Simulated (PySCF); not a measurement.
C6H6NS (charge +1).
SMILES: `C#Cc1c[n+](C)cs1`

Linear response at wB97X-D/def2-SVPD (PySCF, frozen core in the response, non-relativistic). Geometry: PBE0-D3(BJ)/def2-SVP; no solvent, vibrations or thermal averaging.

Static isotropic polarisability: 90.93 au (13.47 Å³), principal values 53.0, 84.7, 135.1 au.

Question: What is the polarisability at 1064 nm and at the sodium D line?

Answer: 92.19 au at 1064 nm (+1.4 %), 95.41 au at 589.3 nm (+4.9 %). The rise at 589.3 nm is 3.55 times that at 1064 nm; a pure ω² law gives 3.26. The lowest singlet lies at 266 nm, shorter than both wavelengths.

Question: What is the isotropic C6 coefficient between two such ions, C6 = (3/π)∫α(iω)² dω?

Answer: 3030 au (Eh·bohr⁶) by a ten-point quadrature over imaginary frequencies, which is 1810 eV·Å⁶ or 175 J·nm⁶/mol.

Question: Which effective excitation energy ω̄ makes London's formula C6 = (3/4)α²ω̄ exact here?

Answer: ω̄ = 4·C6/(3α²) = 0.489 Eh = 13.3 eV. A one-pole form α(ω) = α/(1 − ω²/ω̄²) fitted to the 1064 nm value gives 10.0 eV.

Question: What three-body coefficient follows from the one-pole estimate C9 = (3/4)·α·C6?

Answer: 207000 au. This is an estimate from the two numbers above, not a computed integral.

Question: What molar refraction at the D line follows from R = (4π/3)·N_A·α′, with α′ the polarisability volume?

Answer: α′ = 14.14 Å³ gives R = 35.66 cm³/mol, for isolated, non-vibrating species.

Question: How many electrons N does the Slater–Kirkwood formula C6 = (3/4)·√N·α^(3/2) need to give this C6?

Answer: N = (4·C6/3)²/α³ = 21.7; the species has 64 electrons in all.

Question: The lowest 6 singlets have (eV, f): 4.67, 0.186; 4.92, 0.000; 5.60, 0.007; 5.72, 0.000; 6.47, 0.244; 6.52, 0.001. What share of the static polarisability do they carry in the sum over states α = Σ f/ω²?

Answer: 10.81 au, 11.9 % of α; the largest term, 6.33 au, is that of the state at 4.67 eV. Their oscillator strengths add up to 0.44. Higher states carry the rest.

Note: wB97X-D ran without an empirical dispersion term, which enters the total energy and its gradient alone.
